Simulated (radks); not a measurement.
The nickel ion Ni24+, configuration [He] 2s1 2p1 (not the ground configuration). Calculated with a radial shooting solver on a logarithmic mesh with Libxc functionals: scalar-relativistic Kohn-Sham, HCTH/407, spin-polarised, spherical densities, point nucleus; open shells are filled with parallel spins first.

Normalised radial functions P(r) = r R(r), r in bohr:

r,1s up,1s down
0.002218,0.6484,0.6487
0.003079,0.8727,0.8731
0.00424,1.1556,1.1561
0.005886,1.5215,1.5222
0.008171,1.9679,1.9688
0.01125,2.4699,2.4711
0.01562,3.0146,3.0161
0.02151,3.5000,3.5017
0.02986,3.8263,3.8283
0.04146,3.8262,3.8284
0.05709,3.3989,3.4006
0.07925,2.5470,2.5465
0.11,1.5132,1.5094
0.1515,0.6694,0.6662
0.2103,0.1875,0.1850
0.2896,0.0301,0.0291
0.4021,0.0020,0.0019
0.5582,0.0000,0.0000
0.7686,0.0000,0.0000
1.067,0.0000,0.0000
1.469,0.0000,0.0000

1s up: eigenvalue -9808.7 eV, 0 radial nodes, <r> = 0.0538 bohr, 90 % of the charge inside 0.0959 bohr. 1s down: eigenvalue -9796.2 eV, 0 radial nodes, <r> = 0.0537 bohr, 90 % of the charge inside 0.0958 bohr.
